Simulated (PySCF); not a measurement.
Isomers of C3H8SeSi. Theory: PySCF, PBE0-D3(BJ)/def2-SVP geometry optimisation, gas phase. One conformer each; no zero-point energy, no entropy. No frequencies were run at this level. Point groups hold within 0.08 Å.

Problem. Order them by energy at this level, lowest first, and give relative energies in kcal/mol.
A. `[SiH3:1][Se:2][CH:3]1[CH2:4][CH2:5]1` with Si1–Se2–C3–C4 -140°
B. `[CH2:1]=[CH:2][CH2:3][Se:4][SiH3:5]` with C1–C2–C3–Se4 111°, C2–C3–Se4–Si5 79°
C. `[CH2:1]=[C:2]([CH3:3])[SiH2:4][SeH:5]` with C1–C2–Si4–Se5 5°, C2–Si4–Se5–H 70°

Solution. C (0.0), B (12.4), A (12.8).

As drawn, the lowest has an Si–C bond and a C=C bond outside aromatic rings, which the highest lacks; the highest has a three-membered ring, which the lowest lacks. Neighbours under 2.5 kcal/mol apart (C=CC[Se][SiH3] and [SiH3][Se]C1CC1) can change places with a better method, another conformer or zero-point energy.

```tsv
SMILES	E (Eh)	E rel (kcal/mol)	dipole (D)	point group	A, B, C (MHz)
C=C(C)[SiH2][SeH]	-2809.17136	0.0	1.63	–	6105, 1081, 941.3
C=CC[Se][SiH3]	-2809.15158	12.4	1.24	C1	4029, 1418, 1146
[SiH3][Se]C1CC1	-2809.15101	12.8	1.46	C1	4131, 1749, 1318
```
